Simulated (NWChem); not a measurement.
System meant: GeHBr, singlet; SMILES [GeH][Br]

The following NWChem deck was run.

```
start job
memory heap 200 mb stack 900 mb global 1100 mb
geometry units angstroms noautoz
  Ge     0.004315    -1.200131     0.000000
  H     -1.594241    -1.289616     0.000000
  Br     0.019008     1.141501     0.000000
end
basis spherical
  Ge library def2-svp
  H library def2-svp
  Br library def2-svp
end
dft
  xc b3lyp
  iterations 4
  mulliken
end
task dft energy
```

End of the output:

```
    Atom       Charge   Shell Charges
 -----------   ------   -------------------------------------------------------
    1 Ge  32    31.85   2.00  2.00  1.97  1.15  0.61  5.99  5.80  1.08  1.06  7.79  2.05  0.36
    2 H    1     1.10   0.63  0.44  0.03
    3 Br  35    35.05   2.00  2.00  1.96  1.15  0.74  5.99  5.81  2.45  2.92  7.84  2.04  0.16

 center of mass
 --------------
 x =   0.02467483 y =   0.00796913 z =   0.00000000

 moments of inertia (a.u.)
 ------------------
         758.231353910007          -0.000000000000           0.000000000000
          -0.000000000000           9.054730734773           0.000000000000
           0.000000000000           0.000000000000         767.286084644780

     Multipole analysis of the density
     ---------------------------------

     L   x y z        total         alpha         beta         nuclear
     -   - - -        -----         -----         ----         -------
     0   0 0 0     -0.000000    -34.000000    -34.000000     68.000000

     1   1 0 0      0.010219      0.005110      0.005110      0.000000
     1   0 1 0     -0.587228     -0.293614     -0.293614      0.000000
     1   0 0 1     -0.000000     -0.000000     -0.000000      0.000000

     2   2 0 0    -28.689659    -18.778813    -18.778813      8.867967
     2   1 1 0      0.312017     -1.933459     -1.933459      4.178936
     2   1 0 1     -0.000000     -0.000000     -0.000000      0.000000
     2   0 2 0    -26.291039   -179.950663   -179.950663    333.610286
     2   0 1 1      0.000000      0.000000      0.000000      0.000000
     2   0 0 2    -25.124301    -12.562151    -12.562151      0.000000

 ------------------------------------------------------------------------
 dft energy failed                                                                                  0
 ------------------------------------------------------------------------
 ------------------------------------------------------------------------
  current input line :
    18: task dft energy
 ------------------------------------------------------------------------
 ------------------------------------------------------------------------
 This type of error is most commonly associated with calculations not reaching convergence criteria
 ------------------------------------------------------------------------
 For more information see the NWChem manual at https://nwchemgit.github.io

0:dft energy failed:Received an Error in Communication
```

**Question.** Can this run be used? If not, why, and what is the fix?

**Answer.** The run did not converge; its last values are not results. Cause: the SCF was allowed too few iterations. This input runs:
```
start job
memory heap 200 mb stack 900 mb global 1100 mb
geometry units angstroms noautoz
  Ge     0.004315    -1.200131     0.000000
  H     -1.594241    -1.289616     0.000000
  Br     0.019008     1.141501     0.000000
end
basis spherical
  * library def2-svp
end
dft
  xc b3lyp
  iterations 150
  mulliken
end
task dft energy
```
It converges to -4651.27428 Ha (B3LYP/def2-SVP).
